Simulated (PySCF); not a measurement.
SMILES Bc1ccccc1N (C6H8BN) (GFN2-xTB optimised geometry):

```
16

B     -1.453    -1.791    -0.077
C     -0.589    -0.527     0.000
C     -1.217     0.731     0.031
C     -0.518     1.917     0.037
C      0.872     1.889     0.017
C      1.535     0.683     0.000
C      0.831    -0.527     0.000
N      1.539    -1.692     0.066
H     -1.002    -2.862    -0.244
H     -2.616    -1.694     0.003
H     -2.297     0.756     0.039
H     -1.040     2.862     0.055
H      1.434     2.812     0.016
H      2.616     0.657    -0.010
H      1.049    -2.549    -0.118
H      2.518    -1.666    -0.163
```

Calculation: PBE/def2-TZVP in PySCF 2.14.0.

What are the frontier orbital energies and the dipole moment?

HOMO-2 -7.52 eV, HOMO-1 -6.54 eV, HOMO -5.13 eV, LUMO -2.61 eV, LUMO+1 -0.83 eV; dipole moment 2.39 D.

On the same geometry PBE0/def2-TZVP (PySCF) gives HOMO-2 -8.99 eV, HOMO-1 -7.52 eV, HOMO -6.07 eV, LUMO -1.77 eV, LUMO+1 0.13 eV; dipole moment 2.20 D.

Meta-Löwdin charges at PBE/def2-TZVP: B1 -0.11, C2 -0.13, C3 -0.07, C4 -0.16, C5 -0.09, C6 -0.17, C7 0.15, N8 -0.40, H9 0.00, H10 0.02, H11 0.12, H12 0.12, H13 0.13, H14 0.11, H15 0.25, H16 0.24.
